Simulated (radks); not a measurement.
Charge is removed step by step from the 2s1/2 level of Mg, starting from [Ne] 3s2. Method: Dirac Kohn-Sham, PBE, spin-unpolarised, spherical densities, finite nucleus; Fermi nuclear charge, rms radius 3.057 fm; computed with a radial shooting solver on a logarithmic mesh with Libxc functionals.

[
 {"removed (e)": "0", "E - E(0) (eV)": "0.000", "eigenvalue (eV)": "-79.840", "E minus straight line (eV)": "0.000"},
 {"removed (e)": "0.1", "E - E(0) (eV)": "8.095", "eigenvalue (eV)": "-82.062", "E minus straight line (eV)": "-1.052"},
 {"removed (e)": "0.2", "E - E(0) (eV)": "16.414", "eigenvalue (eV)": "-84.324", "E minus straight line (eV)": "-1.880"},
 {"removed (e)": "0.3", "E - E(0) (eV)": "24.961", "eigenvalue (eV)": "-86.624", "E minus straight line (eV)": "-2.480"},
 {"removed (e)": "0.4", "E - E(0) (eV)": "33.740", "eigenvalue (eV)": "-88.960", "E minus straight line (eV)": "-2.848"},
 {"removed (e)": "0.5", "E - E(0) (eV)": "42.754", "eigenvalue (eV)": "-91.331", "E minus straight line (eV)": "-2.981"},
 {"removed (e)": "0.6", "E - E(0) (eV)": "52.007", "eigenvalue (eV)": "-93.735", "E minus straight line (eV)": "-2.875"},
 {"removed (e)": "0.7", "E - E(0) (eV)": "61.502", "eigenvalue (eV)": "-96.171", "E minus straight line (eV)": "-2.527"},
 {"removed (e)": "0.8", "E - E(0) (eV)": "71.242", "eigenvalue (eV)": "-98.638", "E minus straight line (eV)": "-1.934"},
 {"removed (e)": "0.9", "E - E(0) (eV)": "81.231", "eigenvalue (eV)": "-101.13", "E minus straight line (eV)": "-1.092"},
 {"removed (e)": "1", "E - E(0) (eV)": "91.470", "eigenvalue (eV)": "-103.66", "E minus straight line (eV)": "0.000"}
]

Removing the whole electron costs 91.470 eV by Delta-SCF, against 79.840 eV from minus the eigenvalue at the starting occupation. Slater's transition state (half an electron removed) gives 91.331 eV. Integrating minus the eigenvalue over the occupation (Janak's theorem) gives 91.470 eV. The mean slope of the eigenvalue, de/dn, is 23.8 eV per electron.
